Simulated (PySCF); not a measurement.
As₄, charge +1, doublet, geometry from GFN2-xTB (a state made from the parent by changing its charge; the spin is typed, not shown lowest); HF/STO-3G run with PySCF.

Input for PySCF:
```python
from pyscf import gto, scf

mol = gto.Mole()
mol.atom = '''
    As   -0.91408271    0.11757606   -1.17441154
    As    0.56448145    1.36964334    0.18453076
    As    0.91952912   -1.12533990   -0.34159932
    As   -0.56992786   -0.36187950    1.33148010
'''
mol.basis = 'sto-3g'
mol.charge = 1
mol.spin = 1
mol.verbose = 4
mol.build()

mf = scf.UHF(mol)
mf.kernel()
```

Output, abridged:

```
PySCF version 2.14.0

[INPUT] verbose = 4
[INPUT] num. atoms = 4
[INPUT] num. electrons = 131
[INPUT] charge = 1
[INPUT] spin (= nelec alpha-beta = 2S) = 1
[INPUT] symmetry False subgroup None
[INPUT] Mole.unit = angstrom
[INPUT] Symbol           X                Y                Z      unit          X                Y                Z       unit  Magmom
[INPUT]  1 As    -0.914082710000   0.117576060000  -1.174411540000 AA   -1.727365977100   0.222186552205  -2.219316168129 Bohr   0.0
[INPUT]  2 As     0.564481450000   1.369643340000   0.184530760000 AA    1.066715342897   2.588250800935   0.348712597958 Bohr   0.0
[INPUT]  3 As     0.919529120000  -1.125339900000  -0.341599320000 AA    1.737658200362  -2.126584208045  -0.645529159138 Bohr   0.0
[INPUT]  4 As    -0.569927860000  -0.361879500000   1.331480100000 AA   -1.077007566159  -0.683853145095   2.516132729309 Bohr   0.0

nuclear repulsion = 1421.7194859533
number of shells = 32
number of NR pGTOs = 216
number of NR cGTOs = 72
basis = sto-3g
ecp = {}

******** <class 'pyscf.scf.uhf.UHF'> ********
method = UHF
initial guess = minao
damping factor = 0
level_shift factor = 0
DIIS = <class 'pyscf.scf.diis.CDIIS'>
diis_start_cycle = 1
diis_space = 8
diis_damp = 0
SCF conv_tol = 1e-09
SCF conv_tol_grad = None
SCF max_cycles = 50
direct_scf = True
direct_scf_tol = 1e-13
number electrons alpha = 66  beta = 65
Set gradient conv threshold to 3.16228e-05
init E= -8825.50101162211

cycle= 1 E= -8837.02164088219  delta_E= -11.5  |g|= 0.25  |ddm|= 2.41
cycle= 2 E= -8837.04351459672  delta_E= -0.0219  |g|= 0.0313  |ddm|= 0.269
cycle= 3 E= -8837.04587312997  delta_E= -0.00236  |g|= 0.0138  |ddm|= 0.114
cycle= 4 E= -8837.04667485024  delta_E= -0.000802  |g|= 0.00386  |ddm|= 0.0963
cycle= 5 E= -8837.04675048477  delta_E= -7.56e-05  |g|= 0.00164  |ddm|= 0.029
cycle= 6 E= -8837.04676831675  delta_E= -1.78e-05  |g|= 0.000654  |ddm|= 0.0159
cycle= 7 E= -8837.0467715239  delta_E= -3.21e-06  |g|= 0.000269  |ddm|= 0.0069
cycle= 8 E= -8837.04677206066  delta_E= -5.37e-07  |g|= 6.38e-05  |ddm|= 0.00318
cycle= 9 E= -8837.04677208297  delta_E= -2.23e-08  |g|= 1.49e-05  |ddm|= 0.000613
cycle= 10 E= -8837.04677208386  delta_E= -8.91e-10  |g|= 2.15e-06  |ddm|= 0.000107
Extra cycle  E= -8837.04677208387  delta_E= -1.09e-11  |g|= 1.07e-06  |ddm|= 7.49e-06
converged SCF energy = -8837.04677208387  <S^2> = 0.80220987  2S+1 = 2.0515456
```
